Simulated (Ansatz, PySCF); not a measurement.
B(CCH)(Cl)(OMe) (C3H4BClO), SMILES C(#C)B(Cl)OC.

Coordinates come from a PBE0-D3(BJ)/def2-SVP optimisation. The structure was generated by enumeration, and PubChem lists no compound with its InChIKey, so it may never have been made. The values are those of a single conformer.

Vertical ionisation energy (IE) and electron affinity (EA) in eV. Rows of orbital energies are one-electron estimates. Where ΔSCF, EOM or ADC give a negative EA the extra electron is unbound and the value depends on the basis.

| level | IE | EA |
|---|---|---|
| −ε(HOMO), −ε(LUMO), HF/def2-TZVP (PySCF) | 10.99 | -2.45 |
| −ε(HOMO), −ε(LUMO), PBE/def2-TZVP (PySCF) | 6.96 | 2.14 |
| ΔSCF, PBE0/def2-SVPD (Ansatz), final states of multiplicity 2 and 2 | 10.49 | -0.51 |
| ΔSCF, PBE/def2-SVPD (Ansatz), final states of multiplicity 2 and 2 | 10.07 | -0.50 |

Task: What vertical singlet–triplet gap does ΔSCF give with PBE0/def2-SVPD (Ansatz, a first-principles code) and with PBE/def2-SVPD (Ansatz)? (The exact figures need the calculation; the answer reports its results.)

Result: 4.50 and 4.52 eV (triplet above singlet where positive).
